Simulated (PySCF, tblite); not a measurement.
Species: CH₁₁NSi₃.
InChI=1S/CH11NSi3/c2-1(3,4)5/h2H2,3-5H3

Method used: CAM-B3LYP/def2-SVPD in PySCF (dipole) on a GFN2-xTB geometry, gas phase.

Take the most abundant isotopes and a rigid rotor. 

Question: Give the principal moments of inertia and the rotational constants in GHz.

Answer: Ia = 237.12, Ib = 241.20, Ic = 338.83 u·Å²; 505379 MHz·u·Å²/I gives 2131, 2095 and 1492 MHz, that is A = 2.1313, B = 2.0952, C = 1.4915 GHz.

Question: Classify the top.

Answer: An asymmetric top. Ray's parameter κ = (2B − A − C)/(A − C) = 0.887; −1 is the prolate and +1 the oblate limit.

Question: Is it planar, by Δ = Ic − Ia − Ib?

Answer: Not planar: Δ = Ic − Ia − Ib = -139.49 u·Å². For a rigid frame Δ = −2 Σ m c², so Σ m c² = 69.74 u·Å² lies off the ab plane: 18.86 from hydrogen and 50.88 from heavier atoms. The atom farthest from that plane is 2.11 Å away.

Question: Give the coordinates in the principal-axis frame, origin at the centre of mass.

Answer: The sense of each axis is arbitrary; atoms in the order of the calculation.
```
atom  mass (u)   a (Å)   b (Å)   c (Å)
  N1    14.003  -0.072  -0.001  -1.720
  C2    12.000   0.013  -0.001  -0.240
 Si3    27.977   1.841  -0.036   0.323
 Si4    27.977  -0.889   1.587   0.323
 Si5    27.977  -0.952  -1.550   0.324
  H6     1.008   0.374  -0.828  -2.105
  H7     1.008   0.404   0.807  -2.109
  H8     1.008   1.962  -0.045   1.778
  H9     1.008   2.478  -1.228  -0.250
 H10     1.008   2.520   1.138  -0.240
 H11     1.008  -0.153   2.752  -0.188
 H12     1.008  -2.241   1.615  -0.230
 H13     1.008  -0.923   1.650   1.785
 H14     1.008  -0.993  -1.609   1.787
 H15     1.008  -0.264  -2.744  -0.183
 H16     1.008  -2.303  -1.524  -0.233
```

Question: Which types of transition are allowed, and where do some lines up to J = 3 fall?

Answer: The dipole components are |μa| = 0.93 D, |μb| = 0.00 D, |μc| = 0.24 D; the mirror of this Cs structure is the ac plane, so μb vanishes by symmetry (the 0.02 D computed is a residue) and there are no b-type lines. The squared components, which scale the intensities, stand as 1.00 : 0.07 (a : c). Some lines, for components of 0.1 D or more:

| type | branch | J(Ka,Kc) | MHz | lower level (cm⁻¹) |
| --- | --- | --- | --- | --- |
| a | Q | 3(2,1) ← 3(2,2) | 1758 | 0.763 |
| a | Q | 2(1,1) ← 2(1,2) | 1811 | 0.340 |
| a | Q | 3(1,2) ← 3(1,3) | 3102 | 0.659 |
| c | R | 1(1,0) ← 0(0,0) | 4227 | 0.000 |
| a | R | 2(1,2) ← 1(1,1) | 6570 | 0.121 |
| a | R | 2(0,2) ← 1(0,1) | 6604 | 0.120 |
| a | R | 2(1,1) ← 1(1,0) | 7777 | 0.141 |
| c | R | 2(1,1) ← 1(0,1) | 8417 | 0.120 |
| c | R | 2(2,1) ← 1(1,1) | 8489 | 0.121 |
| c | R | 3(1,2) ← 2(0,2) | 12673 | 0.340 |
| c | R | 3(2,2) ← 2(1,2) | 12680 | 0.340 |
| c | R | 3(3,0) ← 2(2,0) | 12686 | 0.423 |
| c | R | 3(3,1) ← 2(2,1) | 12735 | 0.404 |

Question: Estimate the classical rotational partition function at 100 K, 200 K and 298.15 K.

Answer: Point group Cs, symmetry number σ = 1; q = (√π/σ)·√((kT/h)³/(ABC)), k/h = 20836.6 MHz/K: 65300 at 100 K, 185000 at 200 K, 336000 at 298.15 K.

Its GFN2-xTB frequencies are all real (lowest 131 cm⁻¹). These are rigid-rotor constants of the computed structure; measured ground-state constants (B0) also hold zero-point vibration. A rigid rotor knows nothing of inversion at nitrogen or internal rotation, which can split or shift real lines. Quadrupole hyperfine structure (14N) is left out.

On one thread of an Arm Neoverse N1, shared host with 64 logical CPUs at a one-minute load of 59, this took 76 s of wall time (with the writing of density and orbital grids) and 0.93 GiB of memory at its peak. This is the CAM-B3LYP/def2-SVPD job that gave the dipole, with the excitations it also computed.

Shape of the structure used: `[NH2:1][C:2]([SiH3:3])([SiH3:4])[SiH3:5]`: H–N1–C2–Si3 59°, H–N1–C2–Si3 -60°.
